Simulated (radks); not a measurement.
Values are calculated unless marked as measured or tabulated.
V20+, configuration [He] 2s1 (the NIST ground configuration). Code: a radial shooting solver on a logarithmic mesh with Libxc functionals. Model: Dirac Kohn-Sham, exchange-only PBE, spin-unpolarised, spherical densities, finite nucleus; Fermi nuclear charge, rms radius 3.6002 fm.

Radial electron density D(r) = 4 pi r^2 rho(r):

r (bohr)  D(r) (e/bohr)
0.003528          1.142
0.003883          1.358
0.004274          1.612
0.004705          1.909
0.005179          2.257
0.005701          2.662
0.006275          3.133
0.006908          3.677
0.007604          4.303
0.00837           5.019
0.009213          5.834
0.01014           6.754
0.01116           7.785
0.01229           8.932
0.01353           10.19
0.01489           11.57
0.01639           13.04
0.01804           14.60
0.01986           16.23
0.02186           17.88
0.02406           19.51
0.02649           21.08
0.02916           22.52
0.03209           23.76
0.03533           24.72
0.03889           25.34
0.0428            25.54
0.04712           25.27
0.05186           24.50
0.05709           23.24
0.06284           21.51
0.06917           19.39
0.07614           16.99
0.08382           14.45
0.09226           11.94
0.1016            9.617
0.1118            7.620
0.1231            6.051
0.1355            4.957
0.1491            4.322
0.1641            4.068
0.1807            4.074
0.1989            4.195
0.2189            4.289
0.241             4.244
0.2652            4.002
0.292             3.560
0.3214            2.967
0.3538            2.303
0.3894            1.656
0.4286            1.097
0.4718           0.6636
0.5194           0.3642
0.5717           0.1797
0.6293          0.07887
0.6927          0.03048
0.7625          0.01025
0.8394         0.002960
0.9239        0.0007234

D(r) has 2 maxima, at r = 0.0425, 0.224 bohr, and minima at 0.171 bohr, inside which lie 2.11 electrons.
